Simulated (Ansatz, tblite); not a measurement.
(X3Si)2Y: gap (eV) at several levels, gas phase, relaxed structures; Ansatz, xTB through tblite. The structures are stationary points that may keep the symmetry of their start.

```csv
species,state,geometry,GFN1-xTB,GFN2-xTB,PBE-D4/def2-SVP,r2SCAN-D4/def2-TZVP,PBE0-D4/def2-SVP,PBE0-D4/def2-TZVP
(H3Si)2S (Si2H6S),singlet,PBE-D4/def2-TZVP,6.04,4.59,5.40,5.89,7.48,7.27
(H3Si)2CH2 (CH8Si2),singlet,PBE-D4/def2-SVP,6.22,5.60,7.36,7.70,9.46,8.98
(H3Si)2NMe (CH9NSi2),singlet,r2SCAN-D4/def2-SVP,5.71,4.67,5.22,5.61,7.42,7.10
[(OH)3Si]2NH (Si2NO6H7),singlet,r2SCAN-D4/def2-SVP,6.79,7.42,5.97,6.74,8.55,8.18
```

(1) Estimate the rows for (H3Si)2O (Si2OH6) (singlet, r2SCAN-D4/def2-TZVP geometry); (H3Si)2NH (Si2NH7) (singlet, B3LYP-D4/def2-TZVP geometry).

(1) 
```
           species    state             geometry  GFN1-xTB  GFN2-xTB  PBE-D4/def2-SVP  r2SCAN-D4/def2-TZVP  PBE0-D4/def2-SVP  PBE0-D4/def2-TZVP
 (H3Si)2O (Si2OH6)  singlet  r2SCAN-D4/def2-TZVP      7.03      5.86             6.57                 7.01              8.95               8.52
(H3Si)2NH (Si2NH7)  singlet   B3LYP-D4/def2-TZVP      6.16      5.03             5.57                 6.02              7.83               7.43
```

Over the 6 species that have every level, the mean is 6.33 at GFN1-xTB, 5.53 at GFN2-xTB, 6.01 at PBE-D4/def2-SVP, 6.49 at r2SCAN-D4/def2-TZVP, 8.28 at PBE0-D4/def2-SVP, 7.91 at PBE0-D4/def2-TZVP. Orbital gaps grow with the share of exact exchange and aren't one observable across functionals.
